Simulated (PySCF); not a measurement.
One molecule, one basis, several functionals.

Compound: C2H5BBrP.
InChI=1S/C2H5BBrP/c1-2-3(4)5/h1,3H,5H3/t3-/m1/s1

PySCF, def2-SVPD basis, density fitting, gas phase, PBE0-D3(BJ)/def2-SVP geometry; singlet excitations by full TDDFT with frozen cores, triplets by Tamm–Dancoff TDDFT and ionisation energies by ΔSCF, from the lowest of the holes tried. One functional is left out:

```csv
functional,exact exchange (%),HOMO energy (eV),LUMO energy (eV),lowest singlet excitation (eV),lowest triplet excitation (eV),dipole moment (D),mean polarisability (au),vertical ionisation energy (eV)
LDA,0,-6.26,-1.50,4.88,4.63,4.979,94.5,8.99
PBE,0,-6.14,-1.32,4.92,4.57,4.919,93.6,8.83
B3LYP,20,-7.09,-0.66,5.42,4.80,5.109,90.6,9.14
BHandHLYP,50,-8.37,0.35,5.72,4.81,5.350,86.8,9.39
```

Task: Predict the row of PBE0 (25 % exact exchange) by straight lines through the other rows, and check it.

Result: 
```
                       property   line  computed  computed − line  B3LYP (20 %), for comparison
               HOMO energy (eV)  -7.29     -7.31            -0.02                         -7.09
               LUMO energy (eV)  -0.52     -0.43            +0.09                         -0.66
 lowest singlet excitation (eV)   5.36      5.52            +0.16                          5.42
 lowest triplet excitation (eV)   4.74      4.75            +0.01                          4.80
              dipole moment (D)  5.149     5.173           +0.024                         5.109
       mean polarisability (au)   90.3      89.5             -0.8                          90.6
vertical ionisation energy (eV)   9.16      9.18            +0.02                          9.14
```

Task: Which of these properties follows the share of exact exchange most closely, and which least?

Result: Most closely the HOMO energy, least the lowest triplet excitation; the correlations over the tabulated rows are HOMO energy -0.999, LUMO energy 0.996, dipole moment 0.992, mean polarisability -0.991, lowest singlet excitation 0.971, vertical ionisation energy 0.958, lowest triplet excitation 0.854. The HOMO energy moves by -0.434 eV for every 10 %. Functionals with the same share still differ in their other parts: at 0 % LDA and PBE differ by 0.12 eV in it.
